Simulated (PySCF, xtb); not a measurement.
C₃HClF₂, SMILES FC(F)=C=CCl.

GFN2-xTB in xtb at its own geometry gives an orbital gap of 4.45 eV and a dipole moment of 2.26 D.

Coordinates come from a B3LYP-D3(BJ)/def2-SVP optimisation.

**Question.** What does PBE0/def2-TZVP (PySCF) give? (The exact figures need the calculation; the answer reports its results.)

**Answer.** gap 6.69 eV (levels -8.00 and -1.30 eV), dipole 1.18 D.
